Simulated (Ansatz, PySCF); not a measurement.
Species: methylaminoboronic acid, CH6BNO2, net charge 0, singlet state. 
Geometry from a B3LYP-D3(BJ)/def2-TZVP (Ansatz, a program for electronic structure) optimisation:
```xyz
11

C      1.8389     0.7209     0.1206
N      0.7835    -0.2076     0.4795
B     -0.5420    -0.2111    -0.0376
O     -1.4826    -1.1421     0.3431
O     -0.9883     0.7192    -0.9466
H      2.5563     0.8204     0.9364
H      2.3904     0.4209    -0.7780
H      1.4271     1.7180    -0.0527
H      1.0872    -0.9676     1.0641
H     -1.1868    -1.7562     1.0181
H     -0.3154     1.3310    -1.2519
```
Charge 0, spin multiplicity 1.

PBE beside other levels, property by property. Cores are frozen in the correlated levels unless marked. Open shells are spin-unrestricted. Spin-orbit coupling is left out. No relativistic terms. CBS marks a two-point X^-3 extrapolation of the correlation energy; Hartree-Fock from the larger set. The bracket is a focal-point correction in the basis named. Rows marked 298 K are enthalpies with B3LYP-D3(BJ) harmonic zero-point and thermal terms. Atomisation energies are electronic, to ground-state atoms; the column to compare with has the core term from cc-pwCVTZ added, other frozen-core levels have none. Vertical energies are electronic, to the SCF solution reached for that spin. Frequencies are from Ansatz or PySCF. The coupled-cluster column (Ansatz) is a level with limits of its own: (a) RI-MP2/CBS(aug-cc-pVTZ,aug-cc-pVQZ)+[CCSD(T)-MP2]/aug-cc-pVTZ; (b) CCSD(T)/CBS(aug-cc-pVTZ,aug-cc-pVQZ); (c) CCSD(T)/CBS(cc-pVTZ,cc-pVQZ).

```csv
property,PBE/def2-TZVPD (Ansatz),B3LYP-D3(BJ)/def2-TZVPD (Ansatz + dftd3),wB97X-V/def2-TZVPD (Ansatz),B2PLYP/def2-TZVPD (Ansatz),coupled cluster
"proton affinity at N, enthalpy at 298 K, to C[NH2+]B(O)O (kcal/mol)",213.3,215.3,215.5,213.9,215.2 (c)
"C-N bond dissociation enthalpy, 298 K, to [NH]B(O)O + [CH3] (CH3) (kcal/mol)",93.7,90.3,95.2,91.0,95.1 (b)
vertical triplet-singlet gap (eV),5.22,5.51,5.99,5.73,5.87 (a)
"B-O bond dissociation enthalpy, 298 K, to CN[B]O + [OH] (HO) (kcal/mol)",136.4,135.2,139.4,137.1,141.5 (c)
"H-N bond dissociation enthalpy, 298 K, to C[N]B(O)O + H atom (kcal/mol)",99.3,101.5,102.7,101.9,106.1 (c)
atomisation energy (kcal/mol),1092.4,1073.5,1071.8,1060.5,1076.5 (b)
"B-N bond dissociation enthalpy, 298 K, to O[B]O + C[NH] (kcal/mol)",115.9,117.7,123.5,119.6,125.0 (a)
"C-H bond dissociation enthalpy, 298 K, to [CH2]NB(O)O + H atom (kcal/mol)",83.5,86.2,87.8,86.1,89.5 (c)
```

As the rows show:
- proton affinity at N, enthalpy at 298 K, to C[NH2+]B(O)O: PBE lies 1.9 kcal/mol below coupled cluster.
- C-N bond dissociation enthalpy, 298 K, to [NH]B(O)O + [CH3] (CH3): PBE lies 1.4 kcal/mol below coupled cluster.
- vertical triplet-singlet gap: PBE lies 0.65 eV below coupled cluster.
- B-O bond dissociation enthalpy, 298 K, to CN[B]O + [OH] (HO): PBE lies 5.1 kcal/mol below coupled cluster.
- H-N bond dissociation enthalpy, 298 K, to C[N]B(O)O + H atom: PBE lies 6.8 kcal/mol below coupled cluster.
- atomisation energy: PBE lies 15.9 kcal/mol above coupled cluster.
- B-N bond dissociation enthalpy, 298 K, to O[B]O + C[NH]: PBE lies 9.1 kcal/mol below coupled cluster.
- C-H bond dissociation enthalpy, 298 K, to [CH2]NB(O)O + H atom: PBE lies 6.0 kcal/mol below coupled cluster.
